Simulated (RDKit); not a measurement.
Input file for RDKit: MMFF94 on H3NOSi (SMILES N[Si]O), a point of a torsion scan.

```python
from rdkit import Chem
from rdkit.Chem import AllChem, rdDetermineBonds

blocks = [
'''6

N    -0.98237186   -0.03878702    0.22708289
Si    0.35971033   -1.00163256    0.66317930
O     1.50240981   -0.11557274   -0.15094988
H    -1.93642754   -0.29706400    0.40753641
H    -0.90133085    0.77056621   -0.37446547
H     2.40241331   -0.06087006    0.14818336
''',
]
mol = None
for b in blocks:
    f = Chem.MolFromXYZBlock(b)
    rdDetermineBonds.DetermineBonds(f, charge=0)
    mol = f if mol is None else Chem.CombineMols(mol, f)
Chem.SanitizeMol(mol)
print(Chem.MolToSmiles(Chem.RemoveHs(mol)))
ff = AllChem.MMFFGetMoleculeForceField(mol, AllChem.MMFFGetMoleculeProperties(mol), nonBondedThresh=100.0, ignoreInterfragInteractions=False)
e = ff.CalcEnergy()
print(f'MMFF94 energy {e:.6f} kcal/mol')
```

Output:

```
[H]/[O+]=[Si-]/N
MMFF94 energy -35.787144 kcal/mol
```

The run finished.

Cost: roughly 0.020 core-seconds.
